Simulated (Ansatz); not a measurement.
`B[Te]C` from Hartree–Fock to CCSD(T)

```xyz
8

B    -0.451    0.486   -1.670
Te    1.165    0.667   -0.365
C     0.364   -0.382    1.322
H    -1.432   -0.094   -1.319
H    -0.339    0.979   -2.750
H     1.002   -1.234    1.545
H    -0.638   -0.715    1.061
H     0.329    0.293    2.175
```

Total charge 0; spin multiplicity 1. Correlated methods include outer-core shells of Te, which these sets cover unevenly. Te: def2 effective core potential. All single points use the PBE0-D4/def2-TZVP geometry. Frozen core, restricted reference, Ansatz 0.2.0.

```tsv
basis	HF (Eh)	MP2 corr.
def2-SVP	-332.39451	-0.35633
def2-TZVPP	-332.48053	-0.75539
def2-QZVPP	-332.48561	-0.93262
```

Estimate the CCSD correlation energy and the (T) correction in each basis where they were run (hartree).


| basis | CCSD corr. | (T) |
| --- | --- | --- |
| def2-SVP | -0.39819 | -0.01283 |
| def2-TZVPP | -0.76000 | -0.02423 |
